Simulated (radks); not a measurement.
Task: These are the eigenvalues of the occupied orbitals of an atom or ion with whole-number occupations (eV). Method: Dirac Kohn-Sham, LDA (Slater exchange, VWN5 correlation), spin-unpolarised, spherical densities, finite nucleus; Fermi nuclear charge, rms radius of each element as measured or else 0.836 A^(1/3) + 0.57 fm; computed with a radial shooting solver on a logarithmic mesh with Libxc functionals.

orbital  eigenvalue
1s1/2     -2086.683
2s1/2     -183.7193
2p1/2     -135.7225
2p3/2     -134.8058
3s1/2      -23.3017
3p1/2      -14.3291

Which element is it, and in what charge state? The configuration may be excited. Open shells, if any, fill j = l - 1/2 first.

Result: Z = 15, phosphorus, charge +1: P+ in [Ne] 3s2 3p2. The list shows which subshells hold electrons but not how many an open one holds; the 1s level, -76.684 hartree, gives Z - s = 12.4 by -(Z - s)^2/2, which with screening and relativity narrows Z to a few neighbours, and the depths of the outer levels then fix element, charge and occupations together.
